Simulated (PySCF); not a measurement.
Coordinates in bohr (charge 0 multiplicity 3):
```
Mo    0.0000    0.0000    0.5496
O     0.0000    0.0000    3.7003
Cl    3.7428    0.0000   -1.6151
Cl   -3.7428    0.0000   -1.6151
```

Method: UPBE/[Mo def2-SVP with ECP28, O def2-SVP, Cl def2-SVP], scalar-relativistic core potentials, density fitting, no spin–orbit coupling, PySCF.

This geometry of MoOCl₂ is a stationary point at this level.

Q: What is the point group?

A: C2v.

Q: Is it a minimum?

A: Yes: all harmonic wavenumbers are real.

Q: List the harmonic modes with their infrared intensities.

A: 
| symmetry | ω (cm⁻¹) | IR (km/mol) | type |
| --- | --- | --- | --- |
| a1 | 97 | 1.1 | bend |
| b1 | 106 | 9.3 | bend |
| b2 | 177 | 2.8 | bend |
| a1 | 377 | 15.9 | stretch |
| b2 | 424 | 86.6 | stretch |
| a1 | 1030 | 138 | stretch |

Q: Give the atomic charges and bond orders.

A: 
| atom | Mulliken | Löwdin | polar tensor | spin (Mulliken) | Mayer order to Mo1 |
| --- | --- | --- | --- | --- | --- |
| Mo1 | 0.60 | -0.33 | 1.52 | 2.04 | – |
| O2 | -0.24 | -0.01 | -0.63 | -0.13 | 2.30 |
| Cl3,4 | -0.18 | 0.17 | -0.45 | 0.05 | 1.27 |

Q: What is the atomisation energy, with and without zero-point energy?

A: 1527 kJ/mol without, 1513 kJ/mol with.

In C2v the vibrations span 3a1 + b1 + 2b2. Here b1 is antisymmetric to the molecular plane and b2 lies in it.

This need not be the most stable arrangement of these atoms. Open d and f shells are described by one determinant, and the ground state may have another occupation or spin.
